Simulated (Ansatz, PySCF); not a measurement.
HNP (SMILES N#[PH+]), charge +1, singlet, geometry from GFN2-xTB. Base run: B97M-V/6-311G** run with PySCF.

PySCF was given this input:
```python
from pyscf import gto, scf, dft

mol = gto.Mole()
mol.atom = '''
    N    -0.000000   -0.000000   -1.070589
    P     0.000000    0.000000    0.380437
    H     0.000000    0.000000    1.787577
'''
mol.basis = '6-311g**'
mol.charge = 1
mol.spin = 0
mol.verbose = 4
mol.build()

mf = dft.RKS(mol)
mf.xc = 'b97m_v'
mf.kernel()
```

The same geometry, method and basis name were run in Ansatz (an electronic-structure program) and PySCF, at each program's defaults and at the settings that a row names. The base is PySCF at its defaults. Differences at the defaults can come from grids, fitting, cores and function types together.

```json
[
 {"code and settings": "PySCF, defaults (exact integrals, its default grid, spherical functions)", "ΔE vs base (µEh)": "0.0", "basis functions": "50", "E (Eh)": "-396.14962", "SCF cycles": "10"},
 {"code and settings": "Ansatz, defaults (factorised integrals, its default grid, Cartesian functions)", "ΔE vs base (µEh)": "-1117", "basis functions": "51", "E (Eh)": "-396.15073", "SCF cycles": "-"},
 {"code and settings": "PySCF, density fitting with def2-universal-jkfit", "ΔE vs base (µEh)": "-24.0", "basis functions": "50", "E (Eh)": "-396.14964", "SCF cycles": "10"},
 {"code and settings": "PySCF, fine grid", "ΔE vs base (µEh)": "-5.5", "basis functions": "50", "E (Eh)": "-396.14962", "SCF cycles": "10"},
 {"code and settings": "Ansatz, high accuracy, Cartesian functions as the basis file defines them", "ΔE vs base (µEh)": "-1117", "basis functions": "51", "E (Eh)": "-396.15073", "SCF cycles": "-"}
]
```
